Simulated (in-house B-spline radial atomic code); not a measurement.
**Ag⁴⁺: [Ar] 3d10 4s2 4p5 4d7 5f1 (an excited or competing configuration)**

Method: non-relativistic M06-2X, spin-polarised, spherical fractional occupations, point nucleus. Calculated with a B-spline radial code for spherical atoms.

Effective charges: Z_r = [3n² - l(l+1)]/(2<r>) from the radius, Z_e = n√(-2ε) from the energy, and Slater's rules. Values are occupation-weighted means over spin.

```
shell  electrons   ε (eV)  <r> (bohr)    Z_r    Z_e  Slater
   1s          2   -24767     0.03241  46.28  42.67   46.70
   2s          2  -3673.2      0.1406  42.66  32.86   42.85
   2p          6  -3425.2      0.1201  41.65  31.73   42.85
   3s          2  -744.74      0.3809  35.44  22.20   35.75
   3p          6  -644.36      0.3722  33.59  20.65   35.75
   3d         10  -456.84      0.3438  30.54  17.38   25.85
   4s          2   -165.6      0.9234  25.99  13.95   19.60
   4p          5  -131.58      0.9777  23.52  12.44   19.60
   4d          7  -75.994       1.149  18.27   9.45    9.90
   5f          1  -14.686       4.987   6.32   5.19    5.00
```

The least bound orbital is 5f up at -14.69 eV, and it is also the most diffuse (<r> = 4.987 bohr).

Caution: exact exchange at fractional occupations of open shells leaves self-interaction of up to several eV.
